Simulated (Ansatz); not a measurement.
A nudged elastic band was laid between two geometries of C2H6BFSn (11 atoms, charge 0, multiplicity 1).

The calculation used Ansatz, RKS B3LYP/def2-SVP.

```
movable images  : 5
climbing image  : yes
spring          : 5.0 eV/Å²
optimiser       : quadratic models (default)
start path      : IDPP
force threshold : 0.05 eV/Å
iteration limit : 60
end points      : relaxed
```

Image 0:

```xyz
11
Properties=species:S:1:pos:R:3
B -2.053 0.533 0.336
Sn -0.348 -0.203 1.657
C 1.762 -0.006 0.056
C 0.913 -0.077 -0.996
F 0.528 1.010 -1.651
H -3.179 0.376 0.753
H -1.930 1.190 -0.671
H -0.534 -1.902 1.155
H 2.189 -0.926 0.458
H 2.205 0.950 0.345
H 0.512 -1.002 -1.421
```

Image 6:

```xyz
11
Properties=species:S:1:pos:R:3
B -2.054 0.533 0.336
Sn -0.348 -0.200 1.658
C 1.764 -0.007 0.054
C 0.913 -0.077 -0.997
F 0.529 1.011 -1.651
H -1.932 1.185 -0.673
H -3.180 0.379 0.755
H -0.535 -1.901 1.161
H 2.189 -0.927 0.457
H 2.207 0.948 0.343
H 0.512 -1.002 -1.422
```

Task: Which bonds break or form, and what moves?

Result: No bond is made or broken. The dihedral H6–B1–Sn2–H8 goes from 80 to -108°. The two ends are copies of one structure, up to a mirror image or an exchange of like atoms.

Task: What energy profile does the band end with?

Result: It converged. The highest image is number 3 of 0 to 6, 6.5 kcal/mol above the ends, which have the same energy within 2 meV. A vibrational analysis at the climbing image gives one clearly imaginary mode, 230i cm⁻¹: a first-order saddle point.

```tsv
image	path coordinate (Å)	energy (kcal/mol)	dihedral H6–B1–Sn2–H8 (°)
0	0.00	0.0	80
1	0.84	1.5	55
2	1.69	4.7	22
3	2.54	6.5	-18
4	3.25	4.9	-50
5	3.96	1.5	-80
6	4.67	0.0	-108
```

Task: What is the geometry of the highest image?

Result: 
```xyz
11
Properties=species:S:1:pos:R:3
B -1.768 0.870 0.460
Sn 0.048 0.092 1.795
C 1.687 -0.203 -0.253
C 0.560 -0.374 -0.987
F 0.035 0.630 -1.695
H -2.419 0.177 -0.285
H -2.089 2.035 0.530
H -0.419 -1.636 1.675
H 2.180 -1.076 0.176
H 2.227 0.746 -0.280
H 0.024 -1.318 -1.115
```

Task: What are the harmonic wavenumbers there?

Result: 230i, 69, 124, 142, 200, 289, 418, 458, 470, 485, 656, 736, 820, 869, 910, 944, 1142, 1180, 1297, 1391, 1621, 1653, 2546, 2647, 3167, 3223, 3279 cm⁻¹.

The run took 110 s on 2 threads of Intel(R) Xeon(R) Platinum 8488C (Sapphire Rapids), with other jobs on the host, peak memory 0.3 GiB.
